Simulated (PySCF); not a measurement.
phosphoric acid (H₃O₄P), SMILES O=P(O)(O)O.

Geometry: B3LYP-D3(BJ)/def2-SVP. One conformer was computed; it need not be the lowest.

The numbers are results of PBE/def2-TZVP (PySCF), not measurements.

The molecule is in vacuum.

```yaml
total_energy: -643.87543 hartree
point_group: C3
highest_occupied_level: -7.16 eV
lowest_empty_level: -0.75 eV
orbital_gap: 6.42 eV
dipole_moment: 0.29 D
quadrupole, principal values (traceless, Buckingham form, about the centre of nuclear charge): -15.28, 7.64, 7.64 D·Å
mean_static_polarisability: 35.7 bohr³ (5.29 Å³)
polarisability_principal_values: 35.5, 35.8, 35.8 bohr³
```
